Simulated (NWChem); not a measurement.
System: CH4ClIn; SMILES [CH3][InH][Cl]

All runs: NWChem. Coordinates come from a PBE0/def2-SVP optimisation. Not confirmed as a minimum by frequencies. def2 effective core potentials on In; no spin-orbit coupling. Ions are spin-unrestricted doublets at the neutral geometry; other ion states weren't tried.

Task: What does the run give for PBE0/def2-SVP? Quantities: vertical ionisation energy, ΔSCF (eV); −ε(HOMO) (eV).

Result: 
```
Property                               Value
-------------------------------------  -----
vertical ionisation energy, ΔSCF (eV)   9.86
−ε(HOMO) (eV)                           7.72
```
